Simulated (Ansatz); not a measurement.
Basis-set extrapolation for C9H20 (`CC(C)C(C)(C)C(C)C`) (PBE0-D4/def2-TZVP geometry, frozen core, Ansatz 0.2.0). Multiplicity 1, RHF reference.

```json
{"": "HF", "def2-TZVPP": "-352.579525", "def2-QZVPP": "-352.596040"}
{"": "MP2 correlation", "def2-TZVPP": "-1.613544", "def2-QZVPP": "-1.711094"}
{"": "CCSD(T) correlation", "def2-TZVPP": "-1.778503", "def2-QZVPP": "not run"}
```

Energies in hartree. Use E(X) = E(∞) + A·exp(−7.88·√X) for Hartree–Fock and E(X) = E(∞) + B·X^(−2.97) for correlation, with X = 3 and 4, and add CCSD(T) minus MP2 of the smaller set to the MP2 limit.

Question: What is the CCSD(T) energy at the basis-set limit?

Answer: HF limit: -352.596040 + (-0.016515) × 0.13774 = -352.59831. MP2 limit: -1.711094 + (-0.097550) × 0.74074 = -1.78335. Higher-order term: -1.778503 − (-1.613544) = -0.16496. Total: -354.54662 hartree, 118.3 kcal/mol below CCSD(T)/def2-TZVPP.
